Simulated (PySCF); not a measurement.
# `CB(C)C(=C=CC#N)C#N`, C$_{7}$H$_{7}$BN$_{2}$

Geometry (Å), atoms numbered from 1 in this order:
```xyz
17

C    -1.334   -1.339   -0.013
B    -1.118    0.158    0.370
C    -2.282    1.197    0.441
C     0.353    0.703    0.678
C     1.378   -0.123    0.640
C     2.358   -0.998    0.603
C     3.083   -1.297   -0.589
N     3.681   -1.561   -1.547
C     0.561    2.088    0.985
N     0.666    3.216    1.232
H    -2.188   -1.760    0.543
H    -0.465   -2.003    0.094
H    -1.646   -1.360   -1.074
H    -3.273    0.783    0.214
H    -2.311    1.660    1.444
H    -2.080    2.040   -0.244
H     2.645   -1.529    1.520
```

Method used: quadratic response CAM-B3LYP/aug-cc-pVDZ first hyperpolarisability, Taylor convention, gas phase (PySCF). Geometry: PBE0-D3(BJ)/def2-SVP.

**Question.** Give the tensor of the static β(0;0,0) in the axes of these coordinates.

**Answer.** In au, Taylor convention; rows are the first index (the induced dipole):
|  | xx | yy | zz | xy | xz | yz |
| --- | --- | --- | --- | --- | --- | --- |
| x | +67.9 | -54.2 | -10.5 | +85.4 | +31.6 | -17.7 |
| y | +85.4 | -32.8 | +6.9 | -54.2 | -17.7 | -21.5 |
| z | +31.6 | -21.5 | +6.7 | -17.7 | -10.5 | +6.9 |

Norm of βᵢ = ⅓ Σⱼ (βᵢⱼⱼ + βⱼᵢⱼ + βⱼⱼᵢ): 61.9 au, hyper-Rayleigh value 66.3 au.
